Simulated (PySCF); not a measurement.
C5H4N, SMILES [c]1ccncc1, multiplicity 2. Atoms are numbered in the order given.

```xyz
10

C      0.0000     0.0000    -1.3892
C      0.0000    -1.2164    -0.7444
C      0.0000    -1.1444     0.6590
N      0.0000     0.0000     1.3404
C      0.0000     1.1444     0.6590
C      0.0000     1.2164    -0.7444
H      0.0000    -2.1800    -1.2611
H      0.0000    -2.0695     1.2497
H      0.0000     2.0695     1.2497
H      0.0000     2.1800    -1.2611
```
Charge 0, spin multiplicity 2.

Coordinates come from a ωB97X-D3(BJ)/def2-SVP optimisation. The isomer is the one that the SMILES or the coordinates give; other isomers of the formula were not compared.

Two levels are set side by side: PBE/pcH-1 (PySCF) and PBE0/pcH-1 (PySCF). Contact hyperfine couplings, same geometry. Differences are taken from unrounded values.

```csv
quantity,PBE
"A(iso) of 13C, atom C1 (MHz)",358.9
"A(iso) of 13C, atom C2 (MHz)",-1.1
"A(iso) of 13C, atom C3 (MHz)",24.2
"A(iso) of 14N, atom N4 (MHz)",10.2
"A(iso) of 13C, atom C5 (MHz)",24.2
"A(iso) of 13C, atom C6 (MHz)",-1.1
"A(iso) of 1H, atom H7 (MHz)",58.3
"A(iso) of 1H, atom H8 (MHz)",34.4
"A(iso) of 1H, atom H9 (MHz)",34.4
"A(iso) of 1H, atom H10 (MHz)",58.3
```

Question: These are the PBE values. What does PBE0 give? (Estimate from the structure and the level; the computed values follow.)

Answer: 
| quantity | PBE0 | PBE minus PBE0 |
|---|---|---|
| A(iso) of 13C, atom C1 (MHz) | 397.4 | -38.4 |
| A(iso) of 13C, atom C2 (MHz) | 0.0 | -1.1 |
| A(iso) of 13C, atom C3 (MHz) | 34.1 | -10.0 |
| A(iso) of 14N, atom N4 (MHz) | 4.0 | 6.2 |
| A(iso) of 13C, atom C5 (MHz) | 34.1 | -10.0 |
| A(iso) of 13C, atom C6 (MHz) | 0.0 | -1.1 |
| A(iso) of 1H, atom H7 (MHz) | 53.7 | 4.6 |
| A(iso) of 1H, atom H8 (MHz) | 25.1 | 9.3 |
| A(iso) of 1H, atom H9 (MHz) | 25.1 | 9.3 |
| A(iso) of 1H, atom H10 (MHz) | 53.7 | 4.6 |

Rough cost on one machine, each run with all the roots and properties that it gave: PBE0 against PBE within a factor of 2.
